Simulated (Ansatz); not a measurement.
System: sum formula CuOBrH, charge 0, multiplicity 2. The spin state was set by rule; other spins were not relaxed. 
Coordinates optimised at B3LYP-D3(BJ)/def2-TZVP (Ansatz, a program for electronic structure):
```xyz
4

Cu    -0.2100    -0.8089     0.0000
Br     0.3486     1.3308    -0.0037
O     -0.6091    -2.5320    -0.0583
H     -1.2381    -2.8622     0.5962
```
Charge 0, spin multiplicity 2.

Total electronic energies in hartree. Correlated levels leave the core frozen unless marked. UHF or UKS for open shells. No spin-orbit coupling. Frozen are the shells of the preceding noble gas and the d and f shells that filled before the atom's block. Non-relativistic. 

The Hartree-Fock reference is unstable (checked in the largest basis), which strains HF and MP2. The T1 diagnostic of CCSD in the largest basis is 0.054, which is high, so the coupled-cluster rows are less sure than usual.

```json
[
 {"level": "HF/def2-TZVPPD", "program": "Ansatz", "energy (Eh)": "-4286.91802"},
 {"level": "PBE-D3(BJ)/def2-TZVPD", "program": "Ansatz + dftd3", "energy (Eh)": "-4289.88363"},
 {"level": "PBE-D4/def2-TZVPD", "program": "Ansatz + dftd4", "energy (Eh)": "-4289.88387"},
 {"level": "revPBE/def2-TZVPD", "program": "Ansatz", "energy (Eh)": "___"},
 {"level": "r2SCAN/def2-TZVPD", "program": "Ansatz", "energy (Eh)": "-4290.52357"},
 {"level": "r2SCAN-D3(BJ)/def2-TZVPD", "program": "Ansatz + dftd3", "energy (Eh)": "-4290.52419"},
 {"level": "r2SCAN-D4/def2-TZVPD", "program": "Ansatz + dftd4", "energy (Eh)": "-4290.52412"},
 {"level": "PBE0/STO-3G", "program": "Ansatz", "energy (Eh)": "-4242.00590"},
 {"level": "PBE0/def2-QZVPP", "program": "Ansatz", "energy (Eh)": "___"},
 {"level": "CAM-B3LYP-D4/def2-TZVPD", "program": "Ansatz + dftd4", "energy (Eh)": "-4290.78177"},
 {"level": "wB97M-V/def2-TZVPD", "program": "Ansatz", "energy (Eh)": "-4290.31191"},
 {"level": "B2GP-PLYP-D4/def2-TZVPD", "program": "Ansatz + dftd4", "energy (Eh)": "___"},
 {"level": "B2PLYP/def2-TZVPD", "program": "Ansatz", "energy (Eh)": "-4289.78676"},
 {"level": "CCSD(T)/def2-SVP", "program": "Ansatz", "energy (Eh)": "-4286.82666"}
]
```

Q: What belongs in the gaps?

A: 
- revPBE/def2-TZVPD, energy (Eh): -4290.24355
- PBE0/def2-QZVPP, energy (Eh): -4290.05377
- B2GP-PLYP-D4/def2-TZVPD, energy (Eh): -4289.50413
